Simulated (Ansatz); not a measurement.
Start from `CO[SiH](C)O[Si](O)(O)O` and change one atom or group to get `O[Si](O)(O)[O][Al]([F])[Cl]`.

Ansatz, PBE0-D4/def2-TZVP geometries, multiplicity 1. Each molecule was computed in one conformer, which needn't be the lowest.

| property | `CO[SiH](C)O[Si](O)(O)O` |
| --- | --- |
| size of the dipole moment (PBE/def2-TZVPP) / D | 1.15 |
| HOMO–LUMO gap (PBE0/def2-TZVPP) / eV | 8.57 |
| LUMO energy (B3LYP/def2-TZVPP) / eV | 0.07 |
| HOMO–LUMO gap (PBE/def2-TZVPP) / eV | 6.17 |
| HOMO energy (PBE/def2-TZVPP) / eV | -6.60 |
| size of the dipole moment (ωB97M-V/def2-TZVPP) / D | 1.20 |

Give the same properties after the change, and the shifts. (Estimate.)

Ansatz gave: 
```json
{"property": "size of the dipole moment (PBE/def2-TZVPP) / D", "`O[Si](O)(O)[O][Al]([F])[Cl]`": "2.11", "shift": "0.96"}
{"property": "HOMO–LUMO gap (PBE0/def2-TZVPP) / eV", "`O[Si](O)(O)[O][Al]([F])[Cl]`": "8.22", "shift": "-0.35"}
{"property": "LUMO energy (B3LYP/def2-TZVPP) / eV", "`O[Si](O)(O)[O][Al]([F])[Cl]`": "-1.26", "shift": "-1.33"}
{"property": "HOMO–LUMO gap (PBE/def2-TZVPP) / eV", "`O[Si](O)(O)[O][Al]([F])[Cl]`": "5.60", "shift": "-0.57"}
{"property": "HOMO energy (PBE/def2-TZVPP) / eV", "`O[Si](O)(O)[O][Al]([F])[Cl]`": "-7.40", "shift": "-0.80"}
{"property": "size of the dipole moment (ωB97M-V/def2-TZVPP) / D", "`O[Si](O)(O)[O][Al]([F])[Cl]`": "2.15", "shift": "0.95"}
```

With PBE0 the HOMO falls by 1.02 eV and the LUMO falls by 1.39 eV, so the gap narrows by about 0.37 eV. PBE moves the HOMO by -0.80 eV and ωB97M-V by -1.11 eV. Dipoles are sizes alone; their direction can turn.

B3LYP here is the variant with VWN-RPA as its local correlation; programs differ in this.
